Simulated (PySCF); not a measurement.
Titanium: a sound run and one with changed settings

Sound run: Ti²⁺ [Ar] 3d2, Ti³⁺ [Ar] 3d1. All numbers are calculated (PySCF 2.14, the spin-free X2C one-electron Hamiltonian (Gaussian nucleus), in x2c-SVPall). The sound run starts from symmetry-adapted Hartree-Fock orbitals and uses a fine grid where one is needed.

Changed run: 26 angular points. This setting is unsound on purpose.

```csv
species,method,sound run (hartree),changed run (hartree),converged
Ti²⁺,UHF,-851.92951,-851.92951,yes
Ti²⁺,PBE,-852.58317,-852.60001,yes
Ti²⁺,BP86,-852.91786,-852.93391,yes
Ti³⁺,UHF,-850.93712,-850.93712,yes
Ti³⁺,PBE,-851.53601,-851.54547,yes
Ti³⁺,BP86,-851.86973,-851.87839,yes
```

Ionisation energy of Ti²⁺:

```csv
method,sound run (eV),changed run (eV)
UHF,27.004,27.004
PBE,28.495,28.695
BP86,28.521,28.722
```

A coarse angular grid integrates products of high-l functions wrongly, so density functionals can shift, and the SCF can exploit the error; Hartree-Fock and MP2 need no grid.

For comparison, NIST gives 27.492 eV between the lowest levels.
